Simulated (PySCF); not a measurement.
# Solvent effects on NMR parameters

Atom-mapped SMILES (the numbers label the heavy atoms): `[CH3:1][C:2]#[C:3]/[CH:4]=[CH:5]\[CH:6]1[CH2:7][CH2:8][CH2:9]1`; H(Xn) means a hydrogen on atom n. Ha(C7), Ha(C8), Ha(C9) are cis to C5 on the ring; Hb(C7), Hb(C8), Hb(C9) are trans to C5 on the ring.

GIAO PBE0/pcSseg-1 in PySCF 2.14.0 with density-fitted response routines on one PBE0-D3(BJ)/def2-SVP conformer, non-relativistic, equivalent nuclei averaged. Solvents enter as an IEF-PCM continuum (chloroform with ε = 4.7, water with ε = 78.4) around the gas-phase geometry. Shifts are referred to TMS computed in the same medium.

In chloroform, δ in ppm: C5 159.6, C4 114.8, C2 101.7, C3 81.5, C6 38.8, C7/C9 31.3, C8 20.6, C1 5.7, H(C5) 6.05, H(C4) 5.46, H(C6) 3.43, H(C1) 2.19, Hb(C7)/Hb(C9) 1.97, Hb(C8) 1.89. Dipole moment 0.84 D.

(1) How does each δ change in the more polar medium?

(2) Which nuclei move most (in ppm), and what does the model miss?

## Answers

(1) 
```json
{"atoms": "C5", "environment": "alkene CH", "Δδ, water": "+1.3"}
{"atoms": "C4", "environment": "alkene CH", "Δδ, water": "-0.4"}
{"atoms": "C2", "environment": "alkyne carbon", "Δδ, water": "+1.0"}
{"atoms": "C3", "environment": "alkyne carbon", "Δδ, water": "-0.1"}
{"atoms": "C6", "environment": "allylic sp3 CH", "Δδ, water": "+0.3"}
{"atoms": "C7/C9", "environment": "sp3 CH2 in a ring", "Δδ, water": "0.0"}
{"atoms": "C8", "environment": "sp3 CH2 in a ring", "Δδ, water": "+0.2"}
{"atoms": "C1", "environment": "propargylic methyl carbon", "Δδ, water": "0.0"}
{"atoms": "H(C5)", "environment": "hydrogen on an alkene CH", "Δδ, water": "+0.12"}
{"atoms": "H(C4)", "environment": "hydrogen on an alkene CH", "Δδ, water": "+0.04"}
{"atoms": "H(C6)", "environment": "hydrogen on an allylic sp3 CH", "Δδ, water": "-0.03"}
{"atoms": "H(C1)", "environment": "hydrogen on a propargylic methyl carbon", "Δδ, water": "+0.05"}
{"atoms": "Hb(C7)/Hb(C9)", "environment": "hydrogen on an sp3 CH2 in a ring", "Δδ, water": "-0.02"}
{"atoms": "Hb(C8)", "environment": "hydrogen on an sp3 CH2 in a ring", "Δδ, water": "+0.03"}
```

Changes are relative to chloroform. The dipole moment becomes 0.88 D in water.

(2) C5 (alkene CH, +1.3 ppm) in water. A continuum only polarises the solute; specific hydrogen bonds, the anisotropy of aromatic solvents and changes of geometry or conformer are outside it.
